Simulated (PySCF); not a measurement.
Species: C5H13GeN.
SMILES with atom numbers: `[CH2:1]=[C:2]([CH3:3])[GeH2:4][N:5]([CH3:6])[CH3:7]` (hydrogens: H8, H9 on C1; H10, H11, H12 on C3; H13, H14 on Ge4; H15, H16, H17 on C6; H18, H19, H20 on C7)

Structure used (PBE0-D3(BJ)/def2-SVP), in Å, numbered top down from 1:
```
atom  x, y, z in Å
C1    -2.6669    0.1317    0.7008
C2    -1.7410    0.1988   -0.2638
C3    -1.9300   -0.3878   -1.6302
Ge4   -0.0407    1.0741    0.1013
N5     1.2745   -0.1685   -0.2403
C6     1.1971   -1.4424    0.4259
C7     2.6181    0.2675   -0.5108
H8    -2.5029    0.5644    1.6931
H9    -3.6341   -0.3600    0.5350
H10   -2.8807   -0.9364   -1.7151
H11   -1.9179    0.4006   -2.4016
H12   -1.1024   -1.0719   -1.8794
H13    0.2481    2.2407   -0.8653
H14   -0.0566    1.5909    1.5654
H15    1.6897   -1.4539    1.4227
H16    0.1467   -1.7401    0.5730
H17    1.6808   -2.2305   -0.1814
H18    2.6146    1.2263   -1.0524
H19    3.2371    0.4012    0.4030
H20    3.1439   -0.4669   -1.1492
```

Computed with PySCF at CAM-B3LYP/def2-SVPD, non-relativistic, on one gas-phase PBE0-D3(BJ)/def2-SVP geometry that isn't relaxed in the solvent. The solvent is an IEF-PCM continuum (Bondi radii, 1.10 Å for H, scaled by 1.2), and excitations are vertical TDDFT with non-equilibrium linear response and a frozen core. The model holds no explicit solvent molecules, cavitation or dispersion. Spin–orbit coupling is left out although an atom past zinc is present.

Gas-phase singlets (H = HOMO, L = LUMO):

```json
{"state": "S1", "E (eV)": "5.472", "λ (nm)": "227", "f": "0.008", "leading configurations": "H→L 79%, H→L+2 10%"}
{"state": "S2", "E (eV)": "5.876", "λ (nm)": "211", "f": "0.027", "leading configurations": "H→L+1 70%, H→L+2 15%"}
{"state": "S3", "E (eV)": "6.339", "λ (nm)": "196", "f": "0.020", "leading configurations": "H→L+2 56%, H→L+1 14%"}
{"state": "S4", "E (eV)": "6.594", "λ (nm)": "188", "f": "0.021", "leading configurations": "H→L+3 68%, H→L+5 15%"}
{"state": "S5", "E (eV)": "6.763", "λ (nm)": "183", "f": "0.001", "leading configurations": "H-2→L 65%, H→L+4 10%"}
```

**Question.** Give the list for chloroform (ε = 4.711), n² = 2.09.

**Answer.** 
```csv
state,E (eV),λ (nm),f,leading configurations,change by rank (eV)
S1,5.484,226,0.011,"H→L 78%, H→L+2 11%",+0.012
S2,5.887,211,0.033,"H→L+1 68%, H→L+2 15%",+0.011
S3,6.346,195,0.028,"H→L+2 56%, H→L+1 15%",+0.007
S4,6.589,188,0.033,"H→L+3 67%, H→L+5 14%",-0.005
S5,6.743,184,0.002,H-2→L 71%,-0.020
```

**Question.** How do the frontier levels move from gas to chloroform?

**Answer.** 
```tsv
orbital	gas (eV)	solvent (eV)	change (eV)	Löwdin shares, gas	Löwdin shares, solvent
LUMO+2	1.64	1.73	+0.09	Ge4 15 %, C7 15 %, C1 8 %, H14 7 %	Ge4 17 %, C7 14 %, C1 8 %, H14 8 %
LUMO+1	1.15	1.23	+0.08	Ge4 24 %, C1 10 %, C3 9 %, C6 6 %	Ge4 26 %, C1 10 %, C3 8 %, C6 6 %
LUMO	0.93	0.99	+0.06	C1 30 %, C2 26 %, Ge4 12 %, H9 6 %	C1 30 %, C2 26 %, Ge4 12 %, H9 6 %
HOMO	-7.44	-7.39	+0.05	N5 55 %, C7 9 %, C6 9 %, Ge4 6 %	N5 55 %, C7 9 %, C6 9 %, Ge4 6 %
HOMO-1	-8.87	-8.81	+0.06	C1 37 %, C2 34 %, C3 8 %	C1 37 %, C2 34 %, C3 8 %
HOMO-2	-9.76	-9.68	+0.08	C2 30 %, Ge4 20 %, C3 10 %, C1 10 %	C2 30 %, Ge4 20 %, C3 10 %, C1 10 %
HOMO-3	-10.68	-10.61	+0.07	Ge4 31 %, H13 26 %, N5 10 %, C6 9 %	Ge4 30 %, H13 25 %, N5 11 %, C6 10 %
```

The HOMO–LUMO gap goes from 8.36 to 8.38 eV.
